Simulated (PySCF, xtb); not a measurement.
OS2, SMILES [O-][S+]=S.

GFN2-xTB in xtb 6.7.1 at its own geometry gives an orbital gap of 1.20 eV and a dipole moment of 2.56 D.

Coordinates come from a PBE0-D3(BJ)/def2-TZVP optimisation.

**Question.** What does r2SCAN/def2-TZVPD in PySCF give? (Estimate from the structure and the level; the computed values follow.)

**Answer.** gap 2.43 eV (levels -7.22 and -4.79 eV), dipole 1.35 D.
